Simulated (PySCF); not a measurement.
AlClO. Atoms are numbered in the order given.

```xyz
3

Al     0.0000     0.0000    -0.5886
O      0.0000     0.0000    -2.1853
Cl     0.0000     0.0000     1.4785
```
Charge 0, spin multiplicity 1.

Geometry optimised at B3LYP-D3(BJ)/def2-TZVP.

These are PBE/def2-TZVPD in PySCF values and carry that method's errors.

The molecule is in vacuum.

```yaml
total_energy: -777.56711 hartree
point_group: C∞v
highest_occupied_level: -6.61 eV
lowest_empty_level: -3.56 eV
orbital_gap: 3.05 eV
dipole_moment: 3.73 D
quadrupole, principal values (traceless, Buckingham form, about the centre of nuclear charge): -14.51, 7.25, 7.25 D·Å
mean_static_polarisability: 47.8 bohr³ (7.09 Å³)
polarisability_principal_values: 40.3, 40.3, 62.9 bohr³
```
